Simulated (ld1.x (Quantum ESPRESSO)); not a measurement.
u(r) = r·R(r): atom against pseudo-atom (phosphorus (P))

Columns: radius, all-electron u(r) and pseudo u(r) of the 2s shell (level -184.19 eV) of phosphorus in the configuration [He] 2s2 2p6 3s2 3p2; PBEsol, scalar-relativistic, TM scheme, ld1.x (Quantum ESPRESSO) 7.5.

```json
{"r (bohr)": "0.028", "all-electron": "0.5540", "pseudo": "-0.1062"}
{"r (bohr)": "0.055", "all-electron": "0.6713", "pseudo": "-0.2092"}
{"r (bohr)": "0.083", "all-electron": "0.5544", "pseudo": "-0.3175"}
{"r (bohr)": "0.110", "all-electron": "0.3247", "pseudo": "-0.4237"}
{"r (bohr)": "0.138", "all-electron": "0.0378", "pseudo": "-0.5364"}
{"r (bohr)": "0.165", "all-electron": "-0.2445", "pseudo": "-0.6476"}
{"r (bohr)": "0.193", "all-electron": "-0.5180", "pseudo": "-0.7651"}
{"r (bohr)": "0.220", "all-electron": "-0.7509", "pseudo": "-0.8792"}
{"r (bohr)": "0.248", "all-electron": "-0.9546", "pseudo": "-0.9960"}
{"r (bohr)": "0.275", "all-electron": "-1.1135", "pseudo": "-1.1039"}
{"r (bohr)": "0.303", "all-electron": "-1.2409", "pseudo": "-1.2064"}
{"r (bohr)": "0.330", "all-electron": "-1.3308", "pseudo": "-1.2915"}
{"r (bohr)": "0.358", "all-electron": "-1.3936", "pseudo": "-1.3609"}
{"r (bohr)": "0.385", "all-electron": "-1.4288", "pseudo": "-1.4067"}
{"r (bohr)": "0.413", "all-electron": "-1.4431", "pseudo": "-1.4313"}
{"r (bohr)": "0.440", "all-electron": "-1.4389", "pseudo": "-1.4339"}
{"r (bohr)": "0.468", "all-electron": "-1.4194", "pseudo": "-1.4180"}
{"r (bohr)": "0.495", "all-electron": "-1.3889", "pseudo": "-1.3887"}
{"r (bohr)": "0.523", "all-electron": "-1.3478", "pseudo": "-1.3478"}
{"r (bohr)": "0.550", "all-electron": "-1.3012", "pseudo": "-1.3012"}
{"r (bohr)": "0.578", "all-electron": "-1.2477", "pseudo": "-1.2477"}
{"r (bohr)": "0.605", "all-electron": "-1.1926", "pseudo": "-1.1926"}
{"r (bohr)": "0.633", "all-electron": "-1.1331", "pseudo": "-1.1331"}
{"r (bohr)": "0.660", "all-electron": "-1.0747", "pseudo": "-1.0747"}
{"r (bohr)": "0.688", "all-electron": "-1.0139", "pseudo": "-1.0139"}
{"r (bohr)": "0.715", "all-electron": "-0.9558", "pseudo": "-0.9558"}
```

Question: How many radial nodes do the two functions have?

Answer: The all-electron 2s function has n − l − 1 = 1; the pseudo-wave has 0, since the states of the same l below it are removed with the core.

Question: At about which radius was the pseudo-wave matched?

Answer: 0.55 bohr. The columns agree to 0.0005 from 0.49 bohr on; several derivatives are matched, so the curves merge somewhat inside the radius.

Question: Where does each function peak?

Answer: Outermost all-electron maximum near 0.41 bohr, pseudo maximum near 0.44 bohr (to the table’s step).

Question: Is the pseudo-wave norm-conserving?

Answer: Yes: the TM scheme keeps the norm inside the radius equal to the all-electron one, which fixes the energy derivative of the logarithmic derivative at the level.
